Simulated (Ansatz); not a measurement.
```yaml
crystal:
  periodic: [false, false, false]
  atoms:
    - {symbol: Al, position_ang: [-1.774218, 0.621878, -1.604081]}
    - {symbol: Sn, position_ang: [0.391163, 0.887660, -0.082780]}
    - {symbol: Si, position_ang: [1.008293, -1.210564, 1.256315]}
    - {symbol: H, position_ang: [-2.561466, -0.756582, -1.648290]}
    - {symbol: H, position_ang: [-2.297256, 1.838670, -2.480384]}
    - {symbol: H, position_ang: [0.193600, 2.179898, 1.027790]}
    - {symbol: H, position_ang: [1.749082, 1.317600, -1.038674]}
    - {symbol: H, position_ang: [-0.112454, -1.584422, 2.160868]}
    - {symbol: H, position_ang: [1.258532, -2.348933, 0.331389]}
    - {symbol: H, position_ang: [2.227825, -0.996306, 2.080746]}
basis:
  gaussian: {orbitals: def2-TZVP}
total_charge: -2
hamiltonian: {xc: {name: wPBEh}}
```

```sh
$ ansatz run in.yaml --threads 2 --pin off --events-out ev --progress --plain --max-ram 4352MiB
```

Shortened log:

```
Functional definition: wPBEh
1316 factors; their error is unknown
102 factors; integrals over basis functions are off by at most 9.7e-7 eV
mean field evaluation 1: about -20406.4882 eV, gradient 3.1e1 eV
mean field evaluation 2: about -20378.7906 eV, gradient 8.0e1 eV
mean field evaluation 4: about -20410.3144 eV, gradient 5.7e0 eV
mean field evaluation 8: about -20410.4020 eV, gradient 1.6e-1 eV
mean field evaluation 16: about -20410.5195 eV, gradient 2.7e-4 eV
mean field -20410.51952494 eV, -750.0727577944 hartree, gradient 9.8e-6 eV, S^2 0.000000; 6 other end points of the search recorded, 0 dependent functions left out
reference -20410.51958158 eV, -750.0727598759 hartree; 29, 29 occupied and 137, 137 virtual orbitals, 1316 factors
Total energy: -20410.51958158 eV, -750.0727598759 hartree
```

In this input the charge is far from anything that the molecule holds. Self-consistency was reached. The result belongs to that input, not to the molecule as meant.
